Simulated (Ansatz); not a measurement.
`CN(C)c1ccc(-c2ccc(-c3ccc(-c4ccc(C#N)s4)s3)s2)s1` with charge -1, relaxed as a doublet with UKS PBE-D4/def2-SVP in Ansatz, starting from the PBE-D4/def2-SVP geometry of the neutral singlet. Force threshold 0.03 eV/Å.

Single mean-field runs in def2-SVP are fitted with def2-universal-jkfit. The highest occupied level of the relaxed charge -1 doublet lies above zero (up to 0.13 eV). By energy differences its removal costs 1.43 eV (each at its own geometry, to the charge 0 singlet, at PBE0-D4/def2-TZVP). The relaxation made no stability test and no search for a lower SCF solution.

Start:

Cartesian coordinates in Å:
```
C 1.965 0.796 -7.003
N 2.651 -0.097 -6.091
C 3.471 -1.169 -6.620
C 2.221 -0.200 -4.792
C 2.581 -1.146 -3.824
C 1.964 -0.905 -2.572
C 1.113 0.197 -2.550
C 0.323 0.734 -1.477
C -0.430 1.914 -1.432
C -1.084 2.122 -0.198
C -0.850 1.112 0.739
C -1.345 1.007 2.085
C -2.067 1.954 2.824
C -2.400 1.517 4.123
C -1.943 0.230 4.419
C -2.087 -0.535 5.630
C -1.621 -1.825 5.915
C -1.948 -2.268 7.215
C -2.670 -1.324 7.948
C -3.158 -1.424 9.270
N -3.567 -1.501 10.371
S -2.943 0.129 7.003
S -1.095 -0.441 3.038
S 0.201 -0.118 0.052
S 1.073 0.962 -4.141
H 1.860 1.803 -6.546
H 2.561 0.909 -7.929
H 0.944 0.439 -7.280
H 3.837 -0.887 -7.625
H 4.355 -1.338 -5.970
H 2.918 -2.135 -6.703
H 3.268 -1.978 -4.015
H 2.134 -1.530 -1.683
H -0.490 2.607 -2.282
H -1.723 2.990 0.015
H -2.330 2.942 2.423
H -2.960 2.126 4.847
H -1.057 -2.424 5.187
H -1.674 -3.248 7.628
```

Question: Estimate the energy that the relaxation releases and the steps that it takes.

Answer: 0.10 eV, in 11 steps; 53 s on 2 threads of AMD EPYC 7R13 on a shared host and a share (18 GiB) of an NVIDIA H100 80GB HBM3. The force fell under the threshold at step 9, but the optimiser went on. No frequencies were taken in this run, so the end may be a saddle point.

Question: Does the start keep its bonding?

Answer: By distances, no bond broke or formed. The bond that changes most is N2–C4, from 1.37 to 1.40 Å (atoms count from 1).

Question: Predict the relaxed structure.

Answer: 
Cartesian coordinates in Å:
```
C 1.916 0.670 -7.085
N 2.757 0.022 -6.099
C 3.581 -1.055 -6.596
C 2.235 -0.154 -4.814
C 2.432 -1.200 -3.919
C 1.822 -0.981 -2.650
C 1.128 0.227 -2.546
C 0.370 0.772 -1.463
C -0.305 2.001 -1.366
C -0.960 2.207 -0.139
C -0.816 1.140 0.774
C -1.333 1.013 2.092
C -2.133 1.922 2.819
C -2.474 1.486 4.106
C -1.955 0.216 4.446
C -2.094 -0.526 5.646
C -1.569 -1.799 5.977
C -1.904 -2.240 7.264
C -2.699 -1.333 7.991
C -3.206 -1.457 9.292
N -3.634 -1.561 10.392
S -3.029 0.109 7.008
S -1.017 -0.421 3.081
S 0.165 -0.137 0.040
S 1.263 1.123 -4.072
H 1.483 1.602 -6.666
H 2.526 0.949 -7.969
H 1.063 0.031 -7.435
H 4.057 -0.748 -7.549
H 4.383 -1.286 -5.866
H 3.011 -2.004 -6.783
H 2.996 -2.108 -4.169
H 1.865 -1.700 -1.820
H -0.307 2.730 -2.190
H -1.532 3.113 0.105
H -2.453 2.885 2.396
H -3.090 2.067 4.807
H -0.956 -2.374 5.269
H -1.587 -3.202 7.691
```
Bond lengths: 16 × C–C 1.39 to 1.43 Å; 8 × C–S 1.77 to 1.78 Å; 4 × C–N 1.18 to 1.45 Å; 14 × C–H 1.10 to 1.12 Å.
